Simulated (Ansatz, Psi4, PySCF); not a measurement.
ethylene carbonate (C3H4O3), singlet, at a GFN2-xTB geometry. Base run: MP2/STO-3G in PySCF.

Input for PySCF:
```python
from pyscf import gto, scf, mp

mol = gto.M(
    atom='''
O     2.023648   -0.101964   -0.022196
C     0.841292   -0.042389   -0.009227
O     0.025280   -1.109066    0.060159
C    -1.329230   -0.704059    0.056644
C    -1.252658    0.834151   -0.028325
O     0.135297    1.100975   -0.061921
H    -1.804684   -1.055102    0.976343
H    -1.829133   -1.152343   -0.806069
H    -1.710429    1.232215   -0.937789
H    -1.685980    1.329456    0.844623
''',
    basis='sto-3g',
    charge=0,
    spin=0,
    verbose=4,
)

mf = scf.RHF(mol)
mf.kernel()

pt = mp.MP2(mf)
pt.kernel()
print('E(MP2) = %.10f' % pt.e_tot)
```

The same geometry, method and basis name were run in Ansatz (an electronic-structure program) and Psi4 and PySCF, at each program's defaults and at the settings that a row names. The base is PySCF at its defaults. Differences at the defaults can come from grids, fitting, cores and function types together.

```json
[
 {"code and settings": "PySCF, defaults (exact integrals, spherical functions, all electrons correlated)", "ΔE vs base (mEh)": "0.000", "basis functions": "34", "E (Eh)": "-336.37460", "SCF cycles": "10"},
 {"code and settings": "Psi4, defaults (density fitting with its default set, spherical functions, all electrons correlated)", "ΔE vs base (mEh)": "[?]", "basis functions": "34", "E (Eh)": "[?]", "SCF cycles": "11"},
 {"code and settings": "Ansatz, defaults (factorised integrals, spherical functions, frozen core)", "ΔE vs base (mEh)": "1.699", "basis functions": "34", "E (Eh)": "-336.37291", "SCF cycles": "-"},
 {"code and settings": "PySCF, frozen core", "ΔE vs base (mEh)": "1.677", "basis functions": "34", "E (Eh)": "-336.37293", "SCF cycles": "10"},
 {"code and settings": "Psi4, exact integrals, spherical functions, frozen core", "ΔE vs base (mEh)": "1.677", "basis functions": "34", "E (Eh)": "-336.37293", "SCF cycles": "11"},
 {"code and settings": "Ansatz, high accuracy, frozen core", "ΔE vs base (mEh)": "1.677", "basis functions": "34", "E (Eh)": "-336.37293", "SCF cycles": "-"}
]
```

What belongs in the gaps?


- Psi4, defaults (density fitting with its default set, spherical functions, all electrons correlated), ΔE vs base (mEh): -0.454
- Psi4, defaults (density fitting with its default set, spherical functions, all electrons correlated), E (Eh): -336.37506
